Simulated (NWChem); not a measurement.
Lowest excitation of IPb (+1)

```xyz
2

Pb     0.0000     0.0000    -1.0694
I      0.0000     0.0000     1.6545
```
Charge +1, spin multiplicity 1.

All runs are NWChem calculations. The geometry was optimised at PBE/def2-SVP with def2 effective core potentials on I, Pb, a minimum by its harmonic frequencies.

Basis set: def2-SVPD.

```json
[
 {"method": "TD-PBE", "lowest vertical singlet excitation energy (eV)": "2.76", "relative cost": "1", "difference from EOM-CCSD": "-0.49"},
 {"method": "CIS", "lowest vertical singlet excitation energy (eV)": "4.06", "relative cost": "under 3", "difference from EOM-CCSD": "+0.81"},
 {"method": "EOM-CCSD", "lowest vertical singlet excitation energy (eV)": "3.25", "relative cost": "under 3", "difference from EOM-CCSD": "0.00"},
 {"method": "TD-B3LYP", "lowest vertical singlet excitation energy (eV)": "2.84", "relative cost": "under 3", "difference from EOM-CCSD": "-0.41"},
 {"method": "TD-CAM-B3LYP", "lowest vertical singlet excitation energy (eV)": "3.07", "relative cost": "under 3", "difference from EOM-CCSD": "-0.18"}
]
```

The values span 1.30 eV, from TD-PBE (lowest) to CIS (highest). The cost column gives rough processor time relative to TD-PBE; each entry includes its own SCF.

Effective core potentials replace the inner electrons of I, Pb; spin-orbit coupling is left out. The correlated methods keep 8 core orbitals frozen. B3LYP has NWChem's definition, with VWN1-RPA local correlation. GW and range-separated runs recompute their integrals, the others keep them in memory, which bears on the times. The spin multiplicity of the parent species was assumed, not shown to be that of its ground state. The structure started from a generated list of species. Differences from the coupled-cluster row are differences between methods, not errors against experiment.
